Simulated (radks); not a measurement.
The numbers below are computed, except where a source is named.
Polarisability of neutral calcium, [Ar] 4s2, at imaginary frequency. Code: a radial shooting solver on a logarithmic mesh with Libxc functionals. Model: scalar-relativistic Kohn-Sham, LDA (Slater exchange, Perdew-Wang correlation), spin-polarised, spherical densities, finite nucleus; Fermi nuclear charge, rms radius 3.4776 fm. Response by self-consistent Sternheimer equations with the Hartree and adiabatic LDA kernel, the relativistic mass of each level held fixed and spin-orbit coupling left out.

| w (hartree) | alpha1(iw) (bohr^3) | alpha2(iw) (bohr^5) |
|---|---|---|
| 0.00266 | 146.5 | 3201 |
| 0.0143 | 144.4 | 3140 |
| 0.0360 | 133.8 | 2857 |
| 0.0697 | 108.4 | 2308 |
| 0.118 | 73.70 | 1669 |
| 0.186 | 43.72 | 1088 |
| 0.280 | 24.49 | 644.6 |
| 0.413 | 13.78 | 355.0 |
| 0.605 | 8.003 | 185.5 |
| 0.892 | 4.749 | 92.76 |
| 1.35 | 2.727 | 44.05 |
| 2.12 | 1.400 | 19.27 |
| 3.59 | 0.5959 | 7.235 |
| 6.94 | 0.1954 | 2.047 |
| 17.5 | 0.04145 | 0.3313 |

Static values: alpha1 = 146.5 bohr^3 (21.71 angstrom^3; uncoupled 271.8), alpha2 = 3204 bohr^5, alpha3 = 70860 bohr^7. C6 = 1953, C8 = 215900, triple-dipole C9 = 210100 atomic units. One-pole (London) frequency 4 C6 / (3 alpha1^2) = 0.121 hartree, against 0.142 for minus the highest occupied eigenvalue. Recommended static value: 160.8 bohr^3 (Schwerdtfeger and Nagle, 2023 table).
